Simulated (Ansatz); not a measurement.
Isolated molecules relaxed with PBE0-D4/def2-TZVP in Ansatz; ΔE leaves out vibrations. CCSD(T)/CBS adds triple-zeta CCSD(T) − MP2 to the extrapolated MP2 energy (def2 sets, frozen cores). This one scheme is used for every species. Functionals use def2-TZVPP. HSE06 is defined as in plane-wave codes. Elements past krypton have def2 core potentials. For Sb outer-core shells are correlated without core-valence functions, which leaves a few kJ/mol of doubt a bond.

`Cl[BH][SbH2]` + `CC` → `C[CH2][SbH2]` + `BCl`  (formal exchange of groups at the Sb–B bond)

```json
{"level": "LDA (SPW92)", "ΔE (kcal/mol)": "11.0", "difference from CCSD(T)/CBS": "2.7"}
{"level": "revPBE-D4", "ΔE (kcal/mol)": "9.3", "difference from CCSD(T)/CBS": "1.0"}
{"level": "B97M-V", "ΔE (kcal/mol)": "9.6", "difference from CCSD(T)/CBS": "1.3"}
{"level": "r2SCANh-D4", "ΔE (kcal/mol)": "9.9", "difference from CCSD(T)/CBS": "1.6"}
{"level": "HSE06-D4", "ΔE (kcal/mol)": "10.2", "difference from CCSD(T)/CBS": "1.9"}
{"level": "PBE", "ΔE (kcal/mol)": "10.6", "difference from CCSD(T)/CBS": "2.3"}
{"level": "r2SCAN", "ΔE (kcal/mol)": "10.1", "difference from CCSD(T)/CBS": "1.8"}
{"level": "r2SCAN0", "ΔE (kcal/mol)": "10.1", "difference from CCSD(T)/CBS": "1.8"}
{"level": "CAM-B3LYP", "ΔE (kcal/mol)": "8.8", "difference from CCSD(T)/CBS": "0.5"}
{"level": "CCSD(T)/def2-SVP", "ΔE (kcal/mol)": "9.9", "difference from CCSD(T)/CBS": "1.6"}
{"level": "MP2/def2-TZVPP", "ΔE (kcal/mol)": "7.8", "difference from CCSD(T)/CBS": "-0.5"}
{"level": "CCSD/def2-TZVPP", "ΔE (kcal/mol)": "8.1", "difference from CCSD(T)/CBS": "-0.2"}
{"level": "CCSD(T)/def2-TZVPP", "ΔE (kcal/mol)": "8.1", "difference from CCSD(T)/CBS": "-0.2"}
{"level": "SCS-MP2/def2-QZVPP", "ΔE (kcal/mol)": "7.3", "difference from CCSD(T)/CBS": "-1.0"}
{"level": "MP2/CBS(def2)", "ΔE (kcal/mol)": "8.0", "difference from CCSD(T)/CBS": "-0.3"}
{"level": "CCSD/CBS(def2)", "ΔE (kcal/mol)": "8.3", "difference from CCSD(T)/CBS": "0.0"}
{"level": "CCSD(T)/CBS", "ΔE (kcal/mol)": "8.3", "difference from CCSD(T)/CBS": "0"}
```

Task: What do rigid-rotor, harmonic-oscillator terms from PBE0-D4/def2-TZVP frequencies (298.15 K, 1 bar) make of the CCSD(T)/CBS value? (Best estimate.)

Result: Computed: ΔZPE = -1.2 kcal/mol, ΔH = +7.0 kcal/mol, ΔS = 4 J/(mol·K), ΔG = +6.6 kcal/mol.

Largest T1 diagnostic among the species: 0.015.

At CCSD(T), def2-SVP lies +1.6 kcal/mol from the extrapolated value and def2-TZVPP −0.2 kcal/mol. Leaving LDA and LC-ωPBE aside and taking each functional with its dispersion term where it has one, the values, not all of them listed here, spread over 1.9 kcal/mol, from BLYP-D4 to PBE-D4.
